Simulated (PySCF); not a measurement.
CdI2, SMILES [I][Cd][I] (connectivity only; charge and spin as stated), charge -1, multiplicity 2.

Geometry optimised at PBE-D3(BJ)/def2-SVPD. The multiplicity is an assumed one; other spin states were not compared. The isomer is the one that the SMILES or the coordinates give; other isomers of the formula were not compared. The def2 effective core potentials stand for the cores of Cd, I; spin–orbit coupling is left out.

Calculation: PySCF with PBE/def2-TZVPD.

Computed frontier levels, dipole moment and polarisability:
```
Property                                                              Value
------------------------------------------------  -------------------------
α spin, highest occupied and lowest empty level           -0.36 and 2.28 eV
β spin, highest occupied and lowest empty level           -1.98 and 0.21 eV
dipole moment about the centre of nuclear charge                     1.36 D
mean static polarisability                           169.4 bohr³ (25.11 Å³)
polarisability, principal values                  118.4, 142.3, 247.6 bohr³
⟨S²⟩                                                0.752 (pure state 0.75)
```
